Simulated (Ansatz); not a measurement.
CHFSe (`FC=[Se]`), relaxed with RKS PBE0-D4/def2-TZVP in Ansatz 0.2.0 from a PBE-D4/def2-SVP geometry. The force threshold is 0.005 eV/Å; the program also tests the step.

Charge 0, multiplicity 1.

Start:

```xyz
4

F    -0.756   -0.531   -0.979
C     0.072   -0.051   -0.054
Se   -0.427    0.969    1.287
H     1.111   -0.387   -0.254
```

```
        step  energy (eV)  largest force (eV/Å)  largest move (Å)
           1  -69108.7327                 0.753             0.000
           2  -69108.7518                 0.212             0.015
3 (rejected)  -69108.6429                 1.175             0.107
           4  -69108.7533                 0.067             0.009
5 (rejected)  -69108.7528                 0.187             0.007
           6  -69108.7535                 0.018             0.004
           7  -69108.7535                 0.008             0.001
           8  -69108.7535                 0.000             0.000
```

End:

```xyz
4

F    -0.747   -0.527   -0.969
C     0.074   -0.050   -0.053
Se   -0.420    0.956    1.271
H     1.093   -0.380   -0.249
```

Run time 15 s (2 threads of an Arm Neoverse V1 on a shared host); peak host memory 0.2 GiB.
